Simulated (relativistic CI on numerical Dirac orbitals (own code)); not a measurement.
## Sensitivity of the levels of Os L to α and to the nuclear radius

Method of calculation: Dirac-Coulomb-Breit CI, separate exchange-only KLI orbitals for each configuration, derivatives by finite differences, unscaled Slater integrals, QED left out (own radial code, finite nucleus).

Configurations in the expansion (outside the closed core [Ne]): 3s2 3p6 3d9, 3s2 3p5 3d10, 3s 3p6 3d10, 3s2 3p6 3d8 4s, 3s2 3p6 3d8 4p, 3s2 3p4 3d10 4s, 3s2 3p6 3d8 4d, 3s2 3p4 3d10 4p. Levels of other configurations are missing.

With x = (α/α₀)² − 1 an excitation energy changes as ω = ω₀ + qx; K = 2q/ω₀ is the relative enhancement. Terms are leading LS components, so labels can repeat. The field-shift factor is F = δν/δ⟨r²⟩ for the transition from the lowest level.

Lowest level 3s2 3p6 3d9 2D_5/2.

| Level | ω₀ (cm⁻¹) | q (cm⁻¹) | K | F (GHz/fm²) |
| --- | --- | --- | --- | --- |
| 3s2 3p6 3d9 2D_3/2 | 611241 | 619800 | 2.03 | 17.7 |
| 3s2 3p5 3d10 2P°_3/2 | 3830480 | 773300 | 0.404 | 48.7 |
| 3s2 3p5 3d10 2P°_1/2 | 6676075 | 4.303e+06 | 1.29 | -495 |
| 3s 3p6 3d10 2S_1/2 | 8721200 | 4.709e+06 | 1.08 | -8430 |
| 3s2 3p6 3d8 4s 4F_9/2 | 13897017 | -1.871e+06 | -0.269 | 3100 |
| 3s2 3p6 3d8 4s 2F_7/2 | 13922568 | -1.868e+06 | -0.268 | 3100 |
| 3s2 3p6 3d8 4s 2D_5/2 | 13979844 | -1.868e+06 | -0.267 | 3100 |
| 3s2 3p6 3d8 4s 2D_3/2 | 13992140 | -1.864e+06 | -0.266 | 3100 |
| 3s2 3p6 3d8 4s 2S_1/2 | 14148872 | -1.845e+06 | -0.261 | 3100 |
| 3s2 3p6 3d8 4s 4F_7/2 | 14500992 | -1.246e+06 | -0.172 | 3120 |
| 3s2 3p6 3d8 4s 4F_5/2 | 14507617 | -1.243e+06 | -0.171 | 3120 |
| 3s2 3p6 3d8 4s 4P_5/2 | 14581318 | -1.241e+06 | -0.17 | 3120 |
| 3s2 3p6 3d8 4s 4P_3/2 | 14587628 | -1.239e+06 | -0.17 | 3120 |

At this charge energies of transitions that change n are usually good to better than 1 %, and those within a shell (Δn = 0) to a few per cent.
